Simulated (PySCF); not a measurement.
This script is equivalent to a calculation on Mn²⁺ (manganese, charge +2).

```python
from pyscf import gto, scf, dft, mp, cc
import basis_set_exchange as bse
mol = gto.M(atom="Mn 0 0 0", charge=2, spin=5, symmetry="D2h",
            basis=gto.basis.parse(bse.get_basis("aug-cc-pVTZ-DK", elements=["Mn"], fmt="nwchem")),
            nucmod="G")
mf = dft.UKS(mol, xc="M06L").sfx2c1e()
mf.irrep_nelec = {'Ag': (5, 3), 'B1g': (1, 0), 'B2g': (1, 0), 'B3g': (1, 0), 'B1u': (2, 2), 'B2u': (2, 2), 'B3u': (2, 2)}
mf.kernel()
```

(1) What total energy does it give?

(2) Which occupied shell lies highest, and where?

(3) What is ⟨S²⟩, and what would a pure spin state give?

Answers

(1) -1157.644 hartree (calculated).

(2) 3d α, at -25.615 eV.

(3) 8.751, against 8.75.
